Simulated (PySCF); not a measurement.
**Electron correlation in Sc⁺ (scandium, charge +1)**

[Ar] 3d1 4s1, high-spin 3D determinant. Computed with PySCF 2.14 in x2c-TZVPall (6s5p4d1f, 48 functions), with the spin-free X2C one-electron Hamiltonian (Gaussian nucleus). Frozen: [Ar]; 2 electrons correlated.

Total MP2 correlation energy: -2.69 mhartree.

Same-spin part -2.69 and opposite-spin part 0.00 mhartree; SCS-MP2 scales them by 1/3 and 6/5 to -0.90 mhartree.
